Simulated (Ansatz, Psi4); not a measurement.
The Ansatz (an electronic-structure program) input:
Ansatz 0.2 input:
```yaml
crystal:
  periodic: [false, false, false]
  atoms:
    - {symbol: C, position_ang: [2.54090000, 0.44440000, -0.00820000]}
    - {symbol: O, position_ang: [1.37100000, -0.18980000, 0.43580000]}
    - {symbol: C, position_ang: [0.22760000, 0.17020000, -0.31120000]}
    - {symbol: C, position_ang: [-0.97310000, -0.56690000, 0.29040000]}
    - {symbol: C, position_ang: [-2.25710000, -0.24300000, -0.46130000]}
    - {symbol: O, position_ang: [-1.14140000, -0.19520000, 1.63950000]}
    - {symbol: H, position_ang: [2.45520000, 1.53540000, 0.06930000]}
    - {symbol: H, position_ang: [3.34660000, 0.09480000, 0.63380000]}
    - {symbol: H, position_ang: [2.76200000, 0.18360000, -1.05040000]}
    - {symbol: H, position_ang: [0.06420000, 1.25710000, -0.25040000]}
    - {symbol: H, position_ang: [0.35690000, -0.10640000, -1.36760000]}
    - {symbol: H, position_ang: [-0.76740000, -1.64900000, 0.23140000]}
    - {symbol: H, position_ang: [-2.45540000, 0.82340000, -0.40320000]}
    - {symbol: H, position_ang: [-2.17160000, -0.53950000, -1.50240000]}
    - {symbol: H, position_ang: [-3.08510000, -0.77370000, -0.00230000]}
    - {symbol: H, position_ang: [-0.27340000, -0.24560000, 2.05670000]}
basis:
  gaussian:
    orbitals: STO-3G
hamiltonian:
  xc: cam_b3lyp
magnetization: {spin_polarized: true, initial_magnetization: 2}
accuracy: high
```

**Question.** Give the equivalent Psi4 input.

**Answer.** Several could match; the one computed here: 
```
memory 2 GB

molecule {
0 3
  C     2.54090000    0.44440000   -0.00820000
  O     1.37100000   -0.18980000    0.43580000
  C     0.22760000    0.17020000   -0.31120000
  C    -0.97310000   -0.56690000    0.29040000
  C    -2.25710000   -0.24300000   -0.46130000
  O    -1.14140000   -0.19520000    1.63950000
  H     2.45520000    1.53540000    0.06930000
  H     3.34660000    0.09480000    0.63380000
  H     2.76200000    0.18360000   -1.05040000
  H     0.06420000    1.25710000   -0.25040000
  H     0.35690000   -0.10640000   -1.36760000
  H    -0.76740000   -1.64900000    0.23140000
  H    -2.45540000    0.82340000   -0.40320000
  H    -2.17160000   -0.53950000   -1.50240000
  H    -3.08510000   -0.77370000   -0.00230000
  H    -0.27340000   -0.24560000    2.05670000
}

set basis sto-3g
set reference uks
set scf_type pk
set puream true
set d_convergence 1e-8
set dft_radial_points 99
set dft_spherical_points 590

energy('cam-b3lyp')
print_variables()
```

Both were run: Ansatz gave -304.359107 Eh and Psi4 -304.359107 Eh, 0.000 mEh apart.
